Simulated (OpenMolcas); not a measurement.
# C, Si, Ge, Sn, Pb: ns2 np2 down the group

| Property | Result |
| --- | --- |
| Program | OpenMolcas 26.06 |
| Method | SS-RASPT2, IPEA 0.25 Eh, imaginary shift 0.1 Eh |
| Basis | ANO-RCC-VTZP |
| Scalar Hamiltonian | DKH2, point nucleus |
| Spin-orbit coupling | state interaction with AMFI integrals over the reference wave functions, term energies averaged over their components |

Active space for each ion: 4 electrons in 9 orbitals (RAS2 s p; RAS3 d, at most 2 electrons); closed shells correlated by CASPT2: C 1s; Si 2s 2p; Ge 3d; Sn 4d; Pb 5d.

Computed levels in cm-1 above 3P0:

```csv
Level,C,Si,Ge,Sn,Pb
3P1,15.1,67.3,493,1443,6700
3P2,45.0,196,1283,3080,9760
1D2,10690,6620,9010,8980,19250
1S0,22250,15930,18950,17780,27840
weight of 3P in the lowest level (%),100,100,100,97,88
```

Mixed levels, with the weight of the term that names them: Pb 3P2 (63 %), Pb 1D2 (63 %).

Measured, with the error of the calculation in %. Measured levels: C, Si, Ge, Sn, Pb from NIST Handbook of Basic Atomic Spectroscopic Data.

```tsv
Level	C	Si	Ge	Sn	Pb
3P1	16.4 (-8.2)	77.1 (-12.8)	557 (-11.6)	1692 (-14.7)	7819 (-14.3)
3P2	43.4 (+3.6)	223 (-12.1)	1410 (-9.0)	3428 (-10.2)	10650 (-8.3)
1D2	10193 (+4.8)	6299 (+5.1)	7125 (+26.4)	8613 (+4.2)	21458 (-10.3)
1S0	21648 (+2.8)	15394 (+3.5)	16367 (+15.8)	17162 (+3.6)	29467 (-5.5)
```

The fine-structure level 3P2 changes by a factor of 217 from C to Pb.

Without spin-orbit coupling 1D lies 10660, 6490, 8050, 6200, 5800 cm-1 above 3P in that order; the difference to the level 1D2, of either sign, comes from spin-orbit coupling, which also lowers the zero.

Term energies are means over components that CASPT2 splits; among the terms shown or strongly mixed into the levels shown the widest spread is 30 cm-1 (2s2 2p2 1D, C). Active for correlation alone: 3d; no level in the range computed is led by a configuration that fills it, so any true level of that kind is missing (holds for C). The run also gave levels led by 3s2 3p 3d, which use shells meant for correlation; these and all levels above them are left out (holds for Si). Active for correlation alone: 4d; no level in the range computed is led by a configuration that fills it, so any true level of that kind is missing (holds for Ge). Some terms miss by over 15 % even with CASPT2, which points to a basis or an active space too small for the shells correlated (holds for Ge). Some high roots are left out of the spin-orbit mixing, which shifts the levels that they would mix with (holds for Sn; Pb). Active for correlation alone: 5d; no level in the range computed is led by a configuration that fills it, so any true level of that kind is missing (holds for Sn). Active for correlation alone: 6d; no level in the range computed is led by a configuration that fills it, so any true level of that kind is missing (holds for Pb). Measured partners are found by configuration, term and J. A level has none where our copy of the source lacks it or the pairing is in doubt (some pairs that miss far off the trend of their configuration count as doubtful), and it then counts in no deviation. Where the source uses jj or jK labels, the order within each J decides. Only configurations of the active space appear.
